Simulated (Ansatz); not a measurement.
Isolated molecules relaxed with PBE0-D4/def2-TZVP in Ansatz; ΔE leaves out vibrations. CBS: MP2 limit from def2 TZ/QZ plus the TZ coupled-cluster correction, frozen cores. For Ge outer-core shells are correlated without core-valence functions, which leaves a few kJ/mol of doubt a bond. Scalar relativity is left out up to krypton. Each species was taken in one conformer, which may not be the lowest.

`C[C](=N)[GeH2][OH]` + `O[SiH2]C#[C][GeH3]` → `O[SiH2]C#[C][GeH2][OH]` + `C[C](=N)[GeH3]`  (redistribution)

`C[C](=N)[GeH2][OH]`:

```xyz
12

C    -0.009    0.130    1.895
C    -0.113   -0.461    0.527
N    -0.414   -1.680    0.371
Ge    0.233    0.681   -1.048
O     0.124   -0.523   -2.364
H    -0.709    0.964    2.009
H    -0.227   -0.628    2.649
H     0.994    0.532    2.065
H    -0.441   -1.931   -0.619
H     1.639    1.312   -1.044
H    -0.833    1.775   -1.267
H    -0.244   -0.171   -3.175
```

`O[SiH2]C#[C][GeH3]`:

```xyz
11

O    -0.442    3.034    0.482
Si   -1.177    1.843   -0.377
C    -0.349    0.233   -0.125
C     0.210   -0.834    0.030
Ge    1.077   -2.508    0.283
H     0.504    3.143    0.375
H    -1.158    2.120   -1.836
H    -2.566    1.777    0.123
H     1.793   -2.890   -1.018
H     0.018   -3.557    0.638
H     2.090   -2.362    1.425
```

`O[SiH2]C#[C][GeH2][OH]`:

```xyz
12

O     2.916   -0.278    1.478
Si    1.599   -1.256    1.438
C     0.292   -0.564    0.360
C    -0.560   -0.105   -0.374
Ge   -1.917    0.633   -1.493
O    -1.874    2.403   -1.357
H     3.302   -0.011    0.642
H     1.108   -1.339    2.829
H     1.921   -2.607    0.913
H    -3.273    0.080   -1.028
H    -1.624    0.342   -2.964
H    -1.890    2.703   -0.445
```

`C[C](=N)[GeH3]`:

Cartesian coordinates in Å:
```
C -1.016 0.401 1.118
C -0.529 -0.145 -0.186
N -1.363 -0.620 -1.014
Ge 1.423 -0.085 -0.530
H -0.555 -0.133 1.954
H -2.101 0.309 1.182
H -0.734 1.454 1.222
H -0.910 -0.960 -1.862
H 2.187 -0.887 0.538
H 1.934 1.366 -0.503
H 1.664 -0.699 -1.919
```

```csv
species,CCSD(T)/def2-TZVPP energy (Eh)
`C[C](=N)[GeH2][OH]`,-2285.69160
`O[SiH2]C#[C][GeH3]`,-2519.46277
`O[SiH2]C#[C][GeH2][OH]`,-2594.62974
`C[C](=N)[GeH3]`,-2210.52305
```

(1) Work out ΔE.

Largest T1 diagnostic among the species: 0.012.

## Answers

(1) ΔE = (-2594.62974) + (-2210.52305) − (-2285.69160) − (-2519.46277) = 0.00158 Eh = +1.0 kcal/mol. CCSD(T)/CBS gives +1.2 kcal/mol.
